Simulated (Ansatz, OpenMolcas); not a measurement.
**CH3BCl2O (methoxydichloroborane): methods side by side**

The species is CH3BCl2O (8 atoms), meant as a singlet with charge 0. SMILES: `COB(Cl)Cl`. Geometry: relaxed at PBE0-D4/def2-TZVP.

| atom | x (Å) | y (Å) | z (Å) |
| --- | --- | --- | --- |
| C | -0.1730 | -0.6441 | 0.9404 |
| O | 0.0001 | -0.5471 | -0.4623 |
| B | 0.2130 | 0.5735 | -1.1475 |
| Cl | 0.3829 | 0.4557 | -2.8876 |
| Cl | 0.3318 | 2.1607 | -0.3896 |
| H | 0.4521 | -1.4624 | 1.2973 |
| H | 0.1042 | 0.2820 | 1.4452 |
| H | -1.2188 | -0.8754 | 1.1482 |

Each level gives the vertical energy of the triplet above the singlet (eV). The values are calculated.

| level | kind | program | value (eV) |
| --- | --- | --- | --- |
| HF/def2-SVP | Hartree–Fock | Ansatz | 7.27 |
| PBE/def2-SVP | GGA | Ansatz | 6.39 |
| r2SCAN/def2-SVP | meta-GGA | OpenMolcas | 6.61 |
| BHLYP/def2-SVP | global hybrid | OpenMolcas | 7.36 |
| CAM-B3LYP/def2-SVP | range-separated hybrid | Ansatz | 7.18 |
| wB97M-V/def2-SVP | range-separated hybrid | Ansatz | 7.48 |
| B2PLYP/def2-SVP | double hybrid | Ansatz | 7.39 |
| RPA@PBE/def2-SVP | RPA | Ansatz | 6.72 |
| MP2/def2-SVP | perturbation theory | Ansatz | 8.40 |
| CCSD/def2-SVP | coupled cluster or CI | Ansatz | 7.81 |

The values span 6.39 to 8.40 eV. A triplet this far above the singlet is often a Rydberg-like or dissociative state; sets without diffuse functions put Rydberg states too high. The second state's dipole differs much between rows, so they may not all be the same state.
